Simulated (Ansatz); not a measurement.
Consider the hydrogenolysis of a Ge–Ga bond: `[BH2][GeH]([F])[GaH2]` + H₂ → `[BH2][GeH2][F]` + `[GaH3]`.

Computed with Ansatz on PBE0-D4/def2-TZVP structures; ΔE is electronic, products minus reactants. CBS: MP2 limit from def2 TZ/QZ plus the TZ coupled-cluster correction, frozen cores. This one scheme is used for every species. DFT in def2-TZVPP. HSE06 is defined as in plane-wave codes. For Ga, Ge outer-core shells are correlated without core-valence functions, which leaves a few kJ/mol of doubt a bond. Scalar relativity is left out up to krypton.

`[BH2][GeH]([F])[GaH2]`:

Cartesian coordinates in Å:
```
B 1.457 -1.039 -0.658
Ge 0.528 0.504 0.292
F 0.925 2.033 -0.487
Ga -1.929 0.325 0.322
H 1.397 -2.129 -0.172
H 1.986 -0.894 -1.717
H 1.033 0.680 1.745
H -2.592 -0.870 1.098
H -2.804 1.390 -0.422
```

H₂:

Cartesian coordinates in Å:
```
H 0.349 -0.072 -0.110
H -0.349 0.072 0.110
```

`[BH2][GeH2][F]`:

Z-matrix (Å, degrees):
```
Ge
F 1 1.751
B 1 2.052 2 110.0
H 1 1.541 2 105.0 3 -122.4
H 1 1.541 2 105.0 3 122.4
H 3 1.194 1 119.1 2 -180.0
H 3 1.192 1 121.6 2 -0.0
```

`[GaH3]`:

Cartesian coordinates in Å:
```
Ga 0.000 0.000 0.001
H 1.489 -0.397 0.293
H -1.172 -0.860 0.589
H -0.317 1.257 -0.882
```

| level | ΔE (kcal/mol) | difference from CCSD(T)/CBS |
| --- | --- | --- |
| PBE-D4 | 9.2 | 2.7 |
| ωB97X-V | 3.9 | -2.6 |
| ωB97M-V | 4.8 | -1.7 |
| B2PLYP | 4.9 | -1.6 |
| HSE06 | 6.0 | -0.5 |
| BHLYP | 2.4 | -4.1 |
| HF/def2-SVP | -4.0 | -10.5 |
| HF/def2-TZVPP | -2.2 | -8.7 |
| MP2/def2-QZVPP | 6.7 | 0.2 |
| MP2/CBS(def2) | 7.4 | 0.9 |
| CCSD(T)/CBS | 6.5 | 0 |

What do rigid-rotor, harmonic-oscillator terms from PBE0-D4/def2-TZVP frequencies (298.15 K, 1 bar) make of the CCSD(T)/CBS value? (Best estimate.)

Ansatz gave: ΔZPE = +1.7 kcal/mol, ΔH = +6.9 kcal/mol, ΔS = 13 J/(mol·K), ΔG = +6.0 kcal/mol.

Largest T1 diagnostic among the species: 0.014.

The D4 term adds +2.0 kcal/mol with B3LYP and +1.1 kcal/mol with PBE0; it sums over pairs of atoms, weighted by their polarisabilities, and B3LYP, whose exchange is more repulsive, gets the larger term. At CCSD(T), def2-SVP lies −4.5 kcal/mol from the extrapolated value and def2-TZVPP −1.3 kcal/mol. In def2-TZVPP, CCSD(T) changes the Hartree–Fock value by +7.5 kcal/mol (the triples alone add +1.3 kcal/mol) and MP2 by +8.3 kcal/mol.

CCSD(T)/CBS has its own doubt, a few kJ/mol and more with outer-core shells, so smaller differences from it don't rank the levels.

B3LYP here is the variant with VWN-RPA as its local correlation; programs differ in this.
